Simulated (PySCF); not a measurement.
## Calculated data, BH$_{3}$N

Computed with PySCF 2.14.0. Calculation on a computer-drawn molecule: vertical ionisation energy to the stated ion spin, frozen-core CCSD(T) at the basis limit and cheaper methods, single-reference cases, UHF for radicals, no spin-orbit; all values are single points at the evaluated structure, the first of each entry, which is the reference or a displaced copy of it and isn't optimised; the reference structure only sets the zero of the energies above reference; triples share is (T) over the correlation energy.

Common to all runs: charge 1; multiplicity 1; ion multiplicity 2; diffuse functions no; basis cc-pVnZ; reference is the Hartree-Fock double-zeta minimum; best is HF at quadruple zeta + MP2 correlation extrapolated from triple and quadruple zeta + CCSD(T) minus MP2 at triple zeta; basis step is the size of the change from the same recipe one zeta lower.

(1) BH$_{3}$N

Evaluated structure:
```xyz
5
BH3N
B     -0.2406    -0.9960     0.8127
N      0.1251    -2.1292     1.3785
H     -0.5976    -0.0368     0.2790
H      1.4421    -2.6157     1.2764
H     -0.4748    -2.6913     1.9051
```

Reference structure:
```xyz
5
BH3N
B     -0.2462    -1.0135     0.7906
N      0.1450    -2.1266     1.3639
H     -0.5951    -0.0203     0.2791
H      1.0895    -2.4819     1.2890
H     -0.4710    -2.7057     1.9199
```

The calculation gives: ionisation energy best 19.46 eV; ionisation energy basis step 0.01991 eV; energy above reference best 37.26 kcal/mol; energy above reference basis step 0.1744 kcal/mol; ionisation energy Koopmans at triple zeta 19.75 eV; ionisation energy EOM CCSD at triple zeta 19.26 eV; total energy HF triple zeta -80.5787 hartree; total energy CCSD(T) triple zeta -80.9003 hartree; total energy best -80.9397 hartree; T1 diagnostic at triple zeta 0.01389; D1 diagnostic at triple zeta 0.03637; ion T1 diagnostic at triple zeta 0.01152; ion D1 diagnostic at triple zeta 0.02699; ion spin squared at triple zeta 0.7642; triples share at triple zeta 0.03823; basis functions triple zeta 102.

Drawn bonds:
```csv
atom,other atom,order
1,2,1
1,3,1
2,4,1
2,5,1
```

Triple zeta:
```csv
method,ionisation energy (eV),energy above reference (kcal/mol)
HF,17.54,43.62
PBE,19.52,34.24
r2SCAN,19.28,36.8
B3LYP,19.42,36.46
wB97X,19.27,38.54
MP2,19.41,37.7
CCSD,19.18,38.19
CCSD(T),19.33,37.22
```

(2) BH$_{3}$N

Evaluated structure:
```xyz
5
BH3N
B     -0.2419    -1.0072     0.8094
N      0.1562    -2.1795     1.3358
H     -0.5741    -0.0749     0.3041
H      1.0857    -2.5162     1.3049
H     -0.4411    -2.7110     1.8859
```

Reference structure:
```xyz
5
BH3N
B     -0.2462    -1.0135     0.7906
N      0.1450    -2.1266     1.3639
H     -0.5951    -0.0203     0.2791
H      1.0895    -2.4819     1.2890
H     -0.4710    -2.7057     1.9199
```

Results for BH$_{3}$N: ionisation energy best 20.01 eV; ionisation energy basis step 0.02928 eV; energy above reference best 3.524 kcal/mol; energy above reference basis step 0.1887 kcal/mol; ionisation energy Koopmans at triple zeta 20.13 eV; ionisation energy EOM CCSD at triple zeta 19.84 eV; total energy HF triple zeta -80.6435 hartree; total energy CCSD(T) triple zeta -80.9541 hartree; total energy best -80.9934 hartree; T1 diagnostic at triple zeta 0.01352; D1 diagnostic at triple zeta 0.03681; ion T1 diagnostic at triple zeta 0.008491; ion D1 diagnostic at triple zeta 0.02333; ion spin squared at triple zeta 0.7567; triples share at triple zeta 0.03443; basis functions triple zeta 102.

Drawn bonds:
```csv
atom,other atom,order
1,2,1
1,3,1
2,4,1
2,5,1
```

Triple zeta:
```csv
method,ionisation energy (eV),energy above reference (kcal/mol)
HF,18.16,2.962
PBE,20.11,4.324
r2SCAN,19.87,3.824
B3LYP,20.02,3.783
wB97X,19.87,3.787
MP2,19.95,3.378
CCSD,19.74,3.404
CCSD(T),19.88,3.436
```

(3) BH$_{3}$N

Evaluated structure:
```xyz
5
BH3N
B     -0.4047    -0.9489     0.7889
N      0.1977    -2.1816     1.3758
H     -0.5156    -0.0886     0.2268
H      0.9770    -2.5285     1.3748
H     -0.5616    -2.8148     2.0086
```

Reference structure:
```xyz
5
BH3N
B     -0.2462    -1.0135     0.7906
N      0.1450    -2.1266     1.3639
H     -0.5951    -0.0203     0.2791
H      1.0895    -2.4819     1.2890
H     -0.4710    -2.7057     1.9199
```

It finds ionisation energy best 18.99 eV; ionisation energy basis step 0.02065 eV; energy above reference best 56.01 kcal/mol; energy above reference basis step 0.9802 kcal/mol; ionisation energy Koopmans at triple zeta 19.13 eV; ionisation energy EOM CCSD at triple zeta 18.8 eV; total energy HF triple zeta -80.5524 hartree; total energy CCSD(T) triple zeta -80.8713 hartree; total energy best -80.9098 hartree; T1 diagnostic at triple zeta 0.01972; D1 diagnostic at triple zeta 0.05738; ion T1 diagnostic at triple zeta 0.01069; ion D1 diagnostic at triple zeta 0.03096; ion spin squared at triple zeta 0.7599; triples share at triple zeta 0.03828; basis functions triple zeta 102.

Drawn bonds:
```csv
atom,other atom,order
1,2,1
1,3,1
2,4,1
2,5,1
```

Triple zeta:
```csv
method,ionisation energy (eV),energy above reference (kcal/mol)
HF,17.02,60.08
PBE,19.11,55.51
r2SCAN,18.84,56.71
B3LYP,18.99,56.43
wB97X,18.8,57.53
MP2,18.93,56
CCSD,18.69,56.33
CCSD(T),18.85,55.42
```

(4) BH$_{3}$N

Evaluated structure:
```xyz
5
BH3N
B     -0.2618    -1.0187     0.8013
N      0.1717    -2.0766     1.3571
H     -0.6627    -0.1457     0.2731
H      1.1705    -2.5412     1.3422
H     -0.5340    -2.6071     1.8743
```

Reference structure:
```xyz
5
BH3N
B     -0.2462    -1.0135     0.7906
N      0.1450    -2.1266     1.3639
H     -0.5951    -0.0203     0.2791
H      1.0895    -2.4819     1.2890
H     -0.4710    -2.7057     1.9199
```

It finds ionisation energy best 20.28 eV; ionisation energy basis step 0.03004 eV; energy above reference best 7.241 kcal/mol; energy above reference basis step 0.211 kcal/mol; ionisation energy Koopmans at triple zeta 20.47 eV; ionisation energy EOM CCSD at triple zeta 20.11 eV; total energy HF triple zeta -80.6351 hartree; total energy CCSD(T) triple zeta -80.9476 hartree; total energy best -80.9875 hartree; T1 diagnostic at triple zeta 0.0118; D1 diagnostic at triple zeta 0.03021; ion T1 diagnostic at triple zeta 0.008481; ion D1 diagnostic at triple zeta 0.02144; ion spin squared at triple zeta 0.7575; triples share at triple zeta 0.03465; basis functions triple zeta 102.

Drawn bonds:
```csv
atom,other atom,order
1,2,1
1,3,1
2,4,1
2,5,1
```

Triple zeta:
```csv
method,ionisation energy (eV),energy above reference (kcal/mol)
HF,18.46,8.203
PBE,20.36,6.855
r2SCAN,20.13,6.979
B3LYP,20.28,6.733
wB97X,20.15,7.37
MP2,20.23,7.358
CCSD,20.03,7.59
CCSD(T),20.15,7.54
```

(5) BH$_{3}$N

Evaluated structure:
```xyz
5
BH3N
B     -0.2600    -0.9924     0.7504
N      0.1298    -2.1373     1.3117
H     -0.6133    -0.0501     0.2417
H      1.3203    -2.5701     1.2679
H     -0.4765    -2.6523     1.9627
```

Reference structure:
```xyz
5
BH3N
B     -0.2462    -1.0135     0.7906
N      0.1450    -2.1266     1.3639
H     -0.5951    -0.0203     0.2791
H      1.0895    -2.4819     1.2890
H     -0.4710    -2.7057     1.9199
```

Results for BH$_{3}$N: ionisation energy best 19.54 eV; ionisation energy basis step 0.02296 eV; energy above reference best 20.13 kcal/mol; energy above reference basis step 0.3215 kcal/mol; ionisation energy Koopmans at triple zeta 19.79 eV; ionisation energy EOM CCSD at triple zeta 19.35 eV; total energy HF triple zeta -80.6088 hartree; total energy CCSD(T) triple zeta -80.9279 hartree; total energy best -80.9670 hartree; T1 diagnostic at triple zeta 0.01397; D1 diagnostic at triple zeta 0.03742; ion T1 diagnostic at triple zeta 0.01013; ion D1 diagnostic at triple zeta 0.02619; ion spin squared at triple zeta 0.7606; triples share at triple zeta 0.03744; basis functions triple zeta 102.

Drawn bonds:
```csv
atom,other atom,order
1,2,1
1,3,1
2,4,1
2,5,1
```

Triple zeta:
```csv
method,ionisation energy (eV),energy above reference (kcal/mol)
HF,17.65,24.69
PBE,19.62,17.76
r2SCAN,19.38,19.79
B3LYP,19.52,19.53
wB97X,19.38,20.89
MP2,19.49,20.12
CCSD,19.27,20.63
CCSD(T),19.41,19.88
```

(6) BH$_{3}$N

Evaluated structure:
```xyz
5
BH3N
B     -0.2740    -1.1427     0.9162
N      0.1492    -2.0464     1.3815
H     -0.6787    -0.0647     0.3246
H      1.1686    -2.4391     1.3349
H     -0.4890    -2.5576     1.9835
```

Reference structure:
```xyz
5
BH3N
B     -0.2462    -1.0135     0.7906
N      0.1450    -2.1266     1.3639
H     -0.5951    -0.0203     0.2791
H      1.0895    -2.4819     1.2890
H     -0.4710    -2.7057     1.9199
```

Results for BH$_{3}$N: ionisation energy best 21.64 eV; ionisation energy basis step 0.03939 eV; energy above reference best 56.64 kcal/mol; energy above reference basis step 1.852 kcal/mol; ionisation energy Koopmans at triple zeta 22 eV; ionisation energy EOM CCSD at triple zeta 21.48 eV; total energy HF triple zeta -80.5568 hartree; total energy CCSD(T) triple zeta -80.8661 hartree; total energy best -80.9088 hartree; T1 diagnostic at triple zeta 0.00876; D1 diagnostic at triple zeta 0.01756; ion T1 diagnostic at triple zeta 0.00753; ion D1 diagnostic at triple zeta 0.01508; ion spin squared at triple zeta 0.7565; triples share at triple zeta 0.03235; basis functions triple zeta 102.

Drawn bonds:
```csv
atom,other atom,order
1,2,1
1,3,1
2,4,1
2,5,1
```

Triple zeta:
```csv
method,ionisation energy (eV),energy above reference (kcal/mol)
HF,19.92,57.36
PBE,21.36,55.8
r2SCAN,21.37,55.59
B3LYP,21.62,55.07
wB97X,21.52,55.96
MP2,21.59,58.59
CCSD,21.41,58.23
CCSD(T),21.51,58.69
```

(7) BH$_{3}$N

Evaluated structure:
```xyz
5
BH3N
B     -0.2443    -1.0143     0.7934
N      0.1352    -2.1273     1.3679
H     -0.5966    -0.0170     0.2823
H      1.0883    -2.4875     1.2855
H     -0.4815    -2.7071     1.9189
```

Reference structure:
```xyz
5
BH3N
B     -0.2462    -1.0135     0.7906
N      0.1450    -2.1266     1.3639
H     -0.5951    -0.0203     0.2791
H      1.0895    -2.4819     1.2890
H     -0.4710    -2.7057     1.9199
```

The calculation gives: ionisation energy best 20.12 eV; ionisation energy basis step 0.03057 eV; energy above reference best 0.04953 kcal/mol; energy above reference basis step 0.01602 kcal/mol; ionisation energy Koopmans at triple zeta 20.29 eV; ionisation energy EOM CCSD at triple zeta 19.95 eV; total energy HF triple zeta -80.6479 hartree; total energy CCSD(T) triple zeta -80.9595 hartree; total energy best -80.9990 hartree; T1 diagnostic at triple zeta 0.01256; D1 diagnostic at triple zeta 0.03308; ion T1 diagnostic at triple zeta 0.008428; ion D1 diagnostic at triple zeta 0.02216; ion spin squared at triple zeta 0.7569; triples share at triple zeta 0.03454; basis functions triple zeta 102.

Drawn bonds:
```csv
atom,other atom,order
1,2,1
1,3,1
2,4,1
2,5,1
```

Triple zeta:
```csv
method,ionisation energy (eV),energy above reference (kcal/mol)
HF,18.29,0.1468
PBE,20.2,-0.04105
r2SCAN,19.98,0.02167
B3LYP,20.12,0.01992
wB97X,19.98,0.03518
MP2,20.06,0.06463
CCSD,19.86,0.06744
CCSD(T),19.99,0.05799
```

(8) BH$_{3}$N

Evaluated structure:
```xyz
5
BH3N
B     -0.2443    -1.0143     0.7934
N      0.1352    -2.1273     1.3679
H     -0.5966    -0.0170     0.2823
H      1.0780    -2.4836     1.2864
H     -0.4815    -2.7071     1.9189
```

Reference structure:
```xyz
5
BH3N
B     -0.2462    -1.0135     0.7906
N      0.1450    -2.1266     1.3639
H     -0.5951    -0.0203     0.2791
H      1.0895    -2.4819     1.2890
H     -0.4710    -2.7057     1.9199
```

Drawn bonds:
```csv
atom,other atom,order
1,2,1
1,3,1
2,4,1
2,5,1
```

(9) BH$_{3}$N

Evaluated structure:
```xyz
5
BH3N
B     -0.2443    -1.0143     0.7934
N      0.1352    -2.1273     1.3679
H     -0.5966    -0.0170     0.2823
H      1.1256    -2.5016     1.2823
H     -0.4815    -2.7071     1.9189
```

Reference structure:
```xyz
5
BH3N
B     -0.2462    -1.0135     0.7906
N      0.1450    -2.1266     1.3639
H     -0.5951    -0.0203     0.2791
H      1.0895    -2.4819     1.2890
H     -0.4710    -2.7057     1.9199
```

Drawn bonds:
```csv
atom,other atom,order
1,2,1
1,3,1
2,4,1
2,5,1
```

(10) BH$_{3}$N

Evaluated structure:
```xyz
5
BH3N
B     -0.2443    -1.0143     0.7934
N      0.1352    -2.1273     1.3679
H     -0.5966    -0.0170     0.2823
H      1.1750    -2.5203     1.2780
H     -0.4815    -2.7071     1.9189
```

Reference structure:
```xyz
5
BH3N
B     -0.2462    -1.0135     0.7906
N      0.1450    -2.1266     1.3639
H     -0.5951    -0.0203     0.2791
H      1.0895    -2.4819     1.2890
H     -0.4710    -2.7057     1.9199
```

Drawn bonds:
```csv
atom,other atom,order
1,2,1
1,3,1
2,4,1
2,5,1
```

## Withheld values
1. Give the missing ionisation energy basis step for BH$_{3}$N (entry 8).
2. Give the missing ionisation energy Koopmans at triple zeta for BH$_{3}$N (entry 8).
3. What total energy HF triple zeta does the calculation give for BH$_{3}$N (entry 9)?
4. Give the missing total energy CCSD(T) triple zeta for BH$_{3}$N (entry 9).
5. Give the table of triple zeta values for BH$_{3}$N (entry 9).
6. What ion T1 diagnostic at triple zeta does the calculation give for BH$_{3}$N (entry 10)?
7. BH$_{3}$N (entry 10): ion spin squared at triple zeta?
8. Estimate the total energy CCSD(T) triple zeta of BH$_{3}$N (entry 10).

Answers
1. 0.03073 eV
2. 20.31 eV
3. -80.6457 hartree
4. -80.9582 hartree
5. 
Triple zeta:
```csv
method,ionisation energy (eV),energy above reference (kcal/mol)
HF,18.22,1.584
PBE,20.14,0.4299
r2SCAN,19.91,0.8098
B3LYP,20.05,0.7786
wB97X,19.92,0.9269
MP2,20,0.9199
CCSD,19.79,0.9838
CCSD(T),19.92,0.8815
```
6. 0.008806
7. 0.7578
8. -80.9536 hartree

Further results for BH$_{3}$N (entry 8):

```
ionisation energy best                    : 20.14 eV
energy above reference best               : 0.06504 kcal/mol
energy above reference basis step         : 0.02572 kcal/mol
ionisation energy EOM CCSD at triple zeta : 19.97 eV
total energy HF triple zeta               : -80.6482 hartree
total energy CCSD(T) triple zeta          : -80.9594 hartree
total energy best                         : -80.9990 hartree
T1 diagnostic at triple zeta              : 0.01254
D1 diagnostic at triple zeta              : 0.03303
ion T1 diagnostic at triple zeta          : 0.00839
ion D1 diagnostic at triple zeta          : 0.02206
ion spin squared at triple zeta           : 0.7568
triples share at triple zeta              : 0.03444
basis functions triple zeta               : 102
```

Triple zeta:
```csv
method,ionisation energy (eV),energy above reference (kcal/mol)
HF,18.31,0.01234
PBE,20.22,0.08519
r2SCAN,19.99,0.05943
B3LYP,20.14,0.06494
wB97X,20,0.04885
MP2,20.08,0.08656
CCSD,19.88,0.07223
CCSD(T),20.01,0.0878
```

Further results for BH$_{3}$N (entry 9):

```
ionisation energy best                    : 20.05 eV
ionisation energy basis step              : 0.02995 eV
energy above reference best               : 0.9166 kcal/mol
energy above reference basis step         : 0.01511 kcal/mol
ionisation energy Koopmans at triple zeta : 20.24 eV
ionisation energy EOM CCSD at triple zeta : 19.88 eV
total energy best                         : -80.9976 hartree
T1 diagnostic at triple zeta              : 0.01264
D1 diagnostic at triple zeta              : 0.03327
ion T1 diagnostic at triple zeta          : 0.008576
ion D1 diagnostic at triple zeta          : 0.02253
ion spin squared at triple zeta           : 0.7573
triples share at triple zeta              : 0.03491
basis functions triple zeta               : 102
```

Further results for BH$_{3}$N (entry 10):

```
ionisation energy best                    : 19.97 eV
ionisation energy basis step              : 0.02897 eV
energy above reference best               : 3.855 kcal/mol
energy above reference basis step         : 0.04712 kcal/mol
ionisation energy Koopmans at triple zeta : 20.17 eV
ionisation energy EOM CCSD at triple zeta : 19.79 eV
total energy HF triple zeta               : -80.6397 hartree
total energy best                         : -80.9929 hartree
T1 diagnostic at triple zeta              : 0.01275
D1 diagnostic at triple zeta              : 0.03355
ion D1 diagnostic at triple zeta          : 0.02304
triples share at triple zeta              : 0.0354
basis functions triple zeta               : 102
```

Triple zeta:
```csv
method,ionisation energy (eV),energy above reference (kcal/mol)
HF,18.12,5.334
PBE,20.04,2.86
r2SCAN,19.82,3.649
B3LYP,19.96,3.573
wB97X,19.82,3.94
MP2,19.91,3.868
CCSD,19.7,4.01
CCSD(T),19.84,3.78
```
